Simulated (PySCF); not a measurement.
Br₂W, SMILES [Br][W][Br] (connectivity only; charge and spin as stated), neutral, multiplicity 5.

Coordinates come from a r2SCAN-D4/def2-SVP optimisation. The multiplicity is an assumed one; other spin states were not compared. The def2 effective core potentials stand for the cores of W; spin–orbit coupling is left out.

Level of theory: B3LYP/def2-TZVPD (PySCF).

Isolated molecule, no solvent.

```
Property                                                                                                         Value
---------------------------------------------------------------------------------------------  -----------------------
total energy                                                                                       -5215.50685 hartree
point group                                                                                                        C2v
α spin, highest occupied and lowest empty level                                                     -5.90 and -3.73 eV
β spin, highest occupied and lowest empty level                                                     -8.54 and -3.42 eV
dipole moment                                                                                                0.309 e·Å
quadrupole, principal values (traceless, Buckingham form, about the centre of nuclear charge)    -6.61, 1.87, 4.73 D·Å
mean static polarisability                                                                       92.5 bohr³ (13.71 Å³)
polarisability, principal values                                                               71.6, 75.5, 130.5 bohr³
⟨S²⟩                                                                                           6.017 (pure state 6.00)
```
